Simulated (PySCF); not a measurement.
Electric field gradients and quadrupole coupling constants

Species: C₇H₁₁FO.
Cartesian coordinates in Å at the GFN2-xTB level; atoms count from 1:
```xyz
20
C7H11FO angstrom
C     -1.255   -2.495   -0.153
C     -0.941   -1.374   -0.772
C     -0.272   -0.197   -0.113
F     -0.100   -0.449    1.241
C     -1.107    1.082   -0.272
C     -0.449    2.276    0.410
C      1.104   -0.035   -0.779
C      2.275   -0.397    0.081
O      1.190    0.331   -1.923
H     -1.060   -2.636    0.897
H     -1.731   -3.308   -0.672
H     -1.128   -1.224   -1.825
H     -1.220    1.273   -1.339
H     -2.093    0.900    0.161
H      0.504    2.507   -0.061
H     -0.280    2.066    1.463
H     -1.092    3.149    0.331
H      2.304    0.265    0.946
H      2.150   -1.412    0.453
H      3.197   -0.312   -0.486
```

Field gradients from the PBE0/pcSseg-1 density (PySCF, non-relativistic), principal values in atomic units, ordered |Vxx| ≤ |Vyy| ≤ |Vzz|:

```json
{"atom": "O9", "Vxx": "0.5175", "Vyy": "1.4253", "Vzz": "-1.9428"}
```

**Question.** Find the asymmetry η = (Vxx − Vyy)/Vzz and the couplings χ = eQV/h (234.96 MHz × Q in barn × V in au), with Q(17O) = −0.0256 b.

**Answer.** 
```tsv
atom	environment	nucleus	η	χzz (MHz)	χxx (MHz)	χyy (MHz)
O9	ketone oxygen	17O	0.47	11.69	-3.11	-8.57
```

The tensor is traceless: Vxx + Vyy + Vzz = 0.

**Question.** What is Vzz at O9 in SI units (1 au = 9.71736 × 10²¹ V/m²)?

**Answer.** -1.9428 au = -18.879 × 10²¹ V/m².

**Question.** And the gradient at the other heavy atoms, for which no coupling is worked out here?

**Answer.** 
| atom | environment | Vzz (au) | η |
| --- | --- | --- | --- |
| C1 | terminal =CH2 carbon | 0.330 | 0.28 |
| C2 | alkene CH carbon | 0.291 | 0.77 |
| C3 | sp3 C–F carbon | 0.544 | 0.04 |
| F4 | alkyl fluorine | 2.962 | 0.01 |
| C5 | chain CH2 carbon | 0.116 | 0.59 |
| C6 | methyl carbon | 0.074 | 0.27 |
| C7 | ketone carbonyl carbon | 0.566 | 0.09 |
| C8 | methyl carbon next to a carbonyl | -0.072 | 0.90 |

**Question.** What couplings would deuterons (Q(2H) = 0.00286 b) have in place of the hydrogens, at this geometry?

**Answer.** 
| atom | bonded to | bond length (Å) | Vzz (au) | η | χzz (kHz) |
| --- | --- | --- | --- | --- | --- |
| H10 | C1 | 1.077 | 0.3336 | 0.04 | 224 |
| H11 | C1 | 1.076 | 0.3388 | 0.04 | 228 |
| H12 | C2 | 1.080 | 0.3244 | 0.06 | 218 |
| H13 | C5 | 1.090 | 0.3017 | 0.04 | 203 |
| H14 | C5 | 1.092 | 0.3015 | 0.03 | 203 |
| H15 | C6 | 1.088 | 0.3116 | 0.03 | 209 |
| H16 | C6 | 1.088 | 0.3117 | 0.01 | 209 |
| H17 | C6 | 1.087 | 0.3169 | 0.02 | 213 |
| H18 | C8 | 1.089 | 0.3112 | 0.04 | 209 |
| H19 | C8 | 1.088 | 0.3112 | 0.04 | 209 |
| H20 | C8 | 1.086 | 0.3138 | 0.01 | 211 |

Isolated species at its GFN2-xTB geometry (one conformer only). GFN2-xTB bond lengths can be off by several hundredths of an ångström, more for odd bonds, and the gradients follow them. These gradients aren't converged with respect to the basis.

These values come from a run that also computed NMR shieldings. The run took 87 s on AMD EPYC, one thread, no GPU, on a shared host, and the process peaked at 1.0 GiB of memory.
